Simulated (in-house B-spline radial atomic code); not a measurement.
Computed with a B-spline radial atomic code. Model: two electrons, singlet ground state, non-relativistic, full CI in B-splines with partial waves to l = 8 (at full coupling up to 3e-4 hartree above the limit, correlation up to 0.6 % small), density held at that of full coupling by Lieb maximisation.

Along the adiabatic connection the electron repulsion is scaled by a coupling λ while a local potential keeps the density fixed. At λ = 0 the system is the Kohn-Sham one and W equals the exchange energy; the exchange-correlation energy is the area under W between 0 and 1. The kinetic energy rises with λ as the electrons avoid each other, with dT/dλ = −λ dW/dλ.

Command:
```bash
python run_ac.py task.json out
```
Settings (lengths in bohr, energies in hartree):
```
potential              gauss
strength               26.1
lmax                   8
second                 4.32
```

Cost of the run: 26 s on 1 thread of Intel(R) Xeon(R) Processor @ 2.30GHz, with other jobs on the host.

**W = mean repulsion less Hartree energy, and W of three functionals.**

Given: confinement Gaussian well; well depth 26.1 hartree; well width 4.32 bohr; external potential -V exp(-r^2/w^2).

Computed: LDA exchange minus exact 138.86 millihartree; SCAN exchange minus exact 3.0146 millihartree.

| coupling | W xc (hartree) | W xc minus exchange (millihartree) | kinetic minus Kohn-Sham (millihartree) | LDA (PW92) W minus its exchange (millihartree) | PBE W minus its exchange (millihartree) | SCAN W minus its exchange (millihartree) |
| --- | --- | --- | --- | --- | --- | --- |
| 0 | -0.95836 | 0 | 0 | 0 | 0 | 0 |
| 0.02 | -0.96035 | -1.984 | 0.02 | -11.88 | -3.25 | -1.9 |
| 0.05 | -0.96329 | -4.923 | 0.12 | -24.26 | -7.92 | -4.67 |
| 0.12 | ? | ? | ? | ? | ? | ? |
| 0.25 | -0.98182 | -23.451 | 2.87 | -76.92 | -34.95 | -21.86 |
| 0.4 | -0.99458 | -36.22 | 7.01 | -104.42 | -52.11 | -33.6 |
| 0.6 | ? | ? | ? | ? | ? | ? |
| 0.8 | -1.0246 | -66.191 | 24.81 | -158.56 | -89.97 | -61.24 |
| 1 | -1.0376 | -79.26 | 36.55 | -179.64 | -105.86 | -73.45 |
| 1.4 | -1.0606 | -102.25 | 64.01 | -214.67 | -133.38 | -95.27 |
| 2 | -1.0888 | -130.45 | 111.61 | -255.55 | -166.97 | -122.85 |
| 3 | -1.124 | -165.68 | 198.68 | -305.4 | -209.64 | -158.91 |
| 4.5 | -1.1601 | -201.7 | 331.86 | -356.88 | -255.2 | -197.88 |
| 7 | -1.1972 | -238.82 | 541.18 | -412.3 | -305.52 | -239.95 |
| 10 | -1.2241 | -265.77 | 767.08 | -454.97 | -344.93 | -270.8 |

Problem. What belongs in the row 0.12?

Solution. W xc (hartree): -0.96998; W xc minus exchange (millihartree): -11.614; kinetic minus Kohn-Sham (millihartree): 0.69; LDA (PW92) W minus its exchange (millihartree): -46.29; PBE W minus its exchange (millihartree): -18.08; SCAN W minus its exchange (millihartree): -10.92.

Problem. What belongs in the row 0.6?

Solution. W xc (hartree): -1.0103; W xc minus exchange (millihartree): -51.896; kinetic minus Kohn-Sham (millihartree): 14.82; LDA (PW92) W minus its exchange (millihartree): -134.01; PBE W minus its exchange (millihartree): -72.23; SCAN W minus its exchange (millihartree): -48.02.

Problem. What is the PBE exchange minus exact?

Solution. 40.869 millihartree.

**Energy parts, natural occupations and partial-wave weights.**

Computed: total energy -46.3418 hartree; kinetic part of the DFT correlation energy 0.036551 hartree; initial slope twice GL2 -0.099671 hartree; kinetic part over minus potential part 0.46116; Hartree energy 1.9167 hartree; Kohn-Sham kinetic 2.172 hartree; Lieb Oxford ratio E_xc over LDA exchange 1.2216.

| natural | occupation of the shell (electrons) |
| --- | --- |
| s | 1.9818 |
| p | 0.016376 |
| s | 0.00094776 |
| d | 0.00058648 |
| p | ? |
| f | 7.3045e-05 |

Problem. What belongs in the row p?

Solution. occupation of the shell (electrons): 0.00012735.

```json
{"wave": "s", "weight": "0.99138"}
{"wave": "p", "weight": "0.0082553"}
{"wave": "d", "weight": "0.00030682"}
{"wave": "f", "weight": "?"}
{"wave": "g", "weight": "9.0302e-06"}
```

Problem. What belongs in the row f?

Solution. weight: 4.0298e-05.

Problem. What is the correlation energy?

Solution. -0.042708 hartree.

Problem. What is the exchange energy?

Solution. -0.95836 hartree.

Half-way to full coupling W has made 56 % of its drop, against 50 % for a straight line, and second-order (GL2) theory, half the initial slope, overshoots the correlation energy by about 17 %: a moderate bend, as in light atoms. Over couplings 0 to 1 the errors in E_xc come to about +70 millihartree for LDA, +24 millihartree for PBE, +6.1 millihartree for SCAN, so SCAN is nearest. In LDA and PBE the errors of exchange and correlation have opposite signs, so the sum is smaller than the larger of the two.
